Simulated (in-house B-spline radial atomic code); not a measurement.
Inner levels of thallium as electrons are removed. A shift is the extra binding of the orbital against the neutral atom ([Xe] 4f14 5d10 6s2 6p1). The density at the nucleus is averaged over the nuclear charge. Computed with a radial B-spline atomic code at the basis-set limit: Dirac-Hartree-Fock, average of the configuration, finite nuclei.

```csv
ion,configuration,shift of 3d3/2 (eV),shift of 3p3/2 (eV),shift of 2p3/2 (eV),radius of 3d3/2 (bohr),radius of 3p3/2 (bohr),radius of 2p3/2 (bohr),Σ<r²> (bohr²),change of density at nucleus (bohr⁻³)
Tl31+,[Kr] 4d10 4f4,1108.59,1105.61,1115.06,0.15864,0.18233,0.064729,4.4987,-1527.77
Tl32+,[Kr] 4d10 4f3,1176.9,1173.69,1183.24,0.15853,0.18221,0.064733,4.2737,-1277.5
Tl33+,[Kr] 4d10 4f2,1246.61,1243.13,1252.92,0.1584,0.18209,0.064737,4.0584,-1016.23
Tl34+,[Kr] 4d10 4f1,1317.73,1313.93,1324.1,0.15827,0.18195,0.064741,3.852,-744
Tl35+,[Kr] 4d10,1390.24,1386.07,1396.78,0.15812,0.18181,0.064745,3.654,-460.8
Tl36+,[Kr] 4d9,1462.01,1456.73,1474.43,0.15815,0.18162,0.064735,3.4459,-65.9
Tl37+,[Kr] 4d8,1534.73,1528.28,1553.24,0.15796,0.18141,0.064725,3.2432,338.7
Tl38+,[Kr] 4d7,1608.38,1600.71,1633.2,0.15777,0.18121,0.064714,3.0459,752.99
Tl39+,[Kr] 4d6,1682.96,1674.01,1714.3,0.15757,0.18099,0.064703,2.8536,1177.03
Tl40+,[Kr] 4d5,1758.46,1748.18,1796.54,0.15737,0.18077,0.064692,2.6663,1610.76
Tl41+,[Kr] 4d4,1834.89,1823.22,1879.93,0.15716,0.18055,0.06468,2.4838,2054.24
Tl42+,[Kr] 4d3,1912.24,1899.12,1964.46,0.15694,0.18032,0.064668,2.3059,2507.45
Tl43+,[Kr] 4d2,1990.5,1975.88,2050.12,0.15672,0.18008,0.064655,2.1324,2970.45
Tl44+,[Kr] 4d1,2069.68,2053.51,2136.92,0.1565,0.17984,0.064642,1.9633,3443.19
Tl45+,[Ar] 3d10 4s2 4p6,2149.76,2131.98,2224.85,0.15627,0.17959,0.064628,1.7983,3925.7
```
